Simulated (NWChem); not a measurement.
System: CH6Ge; SMILES [CH3][GeH3]

Input file for NWChem:

```
start job
memory heap 200 mb stack 900 mb global 1100 mb
geometry units angstroms
  Ge     0.000000     0.000000    -0.389953
  C      0.000000     0.000000     1.563486
  H     -1.217244    -0.778645    -0.926139
  H      1.282949    -0.664842    -0.926139
  H     -0.065704     1.443487    -0.926139
  H     -0.912077     0.479429     1.946978
  H      0.871236     0.550168     1.946978
  H      0.040841    -1.029596     1.946978
end
basis spherical
  * library def2-svp
end
dft
  xc becke88 lyp
  iterations 150
end
driver
  maxiter 120
end
task dft optimize
task dft freq
```

Output (shortened):

```
             Northwest Computational Chemistry Package (NWChem) 7.3.0
             --------------------------------------------------------

 C3  symmetry detected

                             Geometry "geometry" -> ""
                             -------------------------

 Output coordinates in angstroms (scale by  1.889725989 to convert to a.u.)

  No.       Tag          Charge          X              Y              Z
 ---- ---------------- ---------- -------------- -------------- --------------
    1 Ge                  32.0000     0.00000000     0.00000000    -0.38915611
    2 C                    6.0000     0.00000000     0.00000000     1.56428289
    3 H                    1.0000     0.00000007     1.44498163    -0.92534211
    4 H                    1.0000    -1.25139084    -0.72249076    -0.92534211
    5 H                    1.0000     1.25139077    -0.72249087    -0.92534211
    6 H                    1.0000     0.89535136     0.50998280     1.94777489
    7 H                    1.0000    -0.00601762    -1.03038842     1.94777489
    8 H                    1.0000    -0.88933374     0.52040562     1.94777489

 Effective nuclear repulsion energy (a.u.)     119.7866342843

      Symmetry information
      --------------------

 Group name             C3
 Group number              5
 Group order               3
 No. of unique centers     4

                                Z-matrix (autoz)
                                --------

 Units are Angstrom for bonds and degrees for angles

[...]

      ----------------------
      Optimization converged
      ----------------------

  Step       Energy      Delta E   Gmax     Grms     Xrms     Xmax
  ---- ---------------- -------- -------- -------- -------- --------
@    5   -2118.42776171 -2.9D-08  0.00003  0.00001  0.00008  0.00017
                                     ok       ok       ok       ok

                                Z-matrix (autoz)
                                --------

 Units are Angstrom for bonds and degrees for angles

[...]

 Rotational Constants
 --------------------
 A=   1.738471 cm-1  (  2.501217 K)
 B=   0.277819 cm-1  (  0.399710 K)
 C=   0.277819 cm-1  (  0.399710 K)

 Temperature                      =   298.15K
 frequency scaling parameter      =   1.0000

 Zero-Point correction to Energy  =   35.951 kcal/mol  (  0.057291 au)
 Thermal correction to Energy     =   38.767 kcal/mol  (  0.061779 au)
 Thermal correction to Enthalpy   =   39.359 kcal/mol  (  0.062722 au)

 Total Entropy                    =   64.705 cal/mol-K
   - Translational                =   39.451 cal/mol-K (mol. weight =  91.9688)
   - Rotational                   =   19.821 cal/mol-K (symmetry #  =        3)
   - Vibrational                  =    5.433 cal/mol-K

 Cv (constant volume heat capacity) =   14.924 cal/mol-K
   - Translational                  =    2.979 cal/mol-K
   - Rotational                     =    2.979 cal/mol-K
   - Vibrational                    =    8.965 cal/mol-K

[normal modes left out]

 ----------------------------------------------------------------------------
 Normal Eigenvalue ||           Projected Infra Red Intensities
  Mode   [cm**-1]  || [atomic units] [(debye/angs)**2] [(KM/mol)] [arbitrary]
 ------ ---------- || -------------- ----------------- ---------- -----------
    1       -0.000 ||    0.000330           0.008         0.322       0.106
    2       -0.000 ||    0.000060           0.001         0.059       0.019
    3       -0.000 ||    0.000000           0.000         0.000       0.000
    4        0.000 ||    0.000063           0.001         0.061       0.020
    5        0.000 ||    0.000197           0.005         0.192       0.063
    6        0.000 ||    0.000135           0.003         0.132       0.044
    7      163.505 ||    0.000000           0.000         0.000       0.000
    8      474.502 ||    0.011496           0.265        11.206       3.698
    9      474.510 ||    0.011495           0.265        11.206       3.698
   10      564.752 ||    0.017645           0.407        17.202       5.677
   11      818.418 ||    0.148819           3.433       145.076      47.876
   12      819.885 ||    0.070668           1.630        68.891      22.735
   13      819.890 ||    0.070670           1.630        68.893      22.735
   14      874.758 ||    0.007203           0.166         7.021       2.317
   15      874.759 ||    0.007203           0.166         7.022       2.317
   16     1218.848 ||    0.000369           0.009         0.360       0.119
   17     1403.522 ||    0.001981           0.046         1.931       0.637
   18     1403.523 ||    0.001981           0.046         1.931       0.637
   19     2046.236 ||    0.069522           1.604        67.774      22.366
   20     2054.650 ||    0.152054           3.508       148.230      48.917
   21     2054.651 ||    0.152066           3.508       148.242      48.921
   22     2968.051 ||    0.008106           0.187         7.902       2.608
   23     3062.667 ||    0.006974           0.161         6.799       2.244
   24     3062.668 ||    0.006976           0.161         6.801       2.244
 ----------------------------------------------------------------------------
```

Level: BLYP/def2-SVP.
